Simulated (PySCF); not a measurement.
All values below come from ωB97X-D3(BJ)/def2-TZVP // B3LYP-D3(BJ)/def2-SVP run with PySCF 2.14.0. All species are isolated molecules in the gas phase. One relaxed conformer stands for a flexible species; it need not be the lowest. 

Reference species (SMILES): `C[CH2][Ge]([I])([I])[I]` (C–C–Ge–I torsion 180°) (neutral, multiplicity 1).

```yaml
HOMO–LUMO gap: 9.05 eV
HOMO: -9.81 eV
```

Changed species: `C[CH2][Ge]([CH2]C)([CH2]C)[CH2]C` (0 of 4 C2H5 replaced by I; the reference has 3 of 4 C2H5 replaced by I).

**Question.** What does the change do to the HOMO–LUMO gap and HOMO?

**Answer.** the HOMO–LUMO gap rises by 3.45 eV, to 12.50 eV; the HOMO stays essentially unchanged.
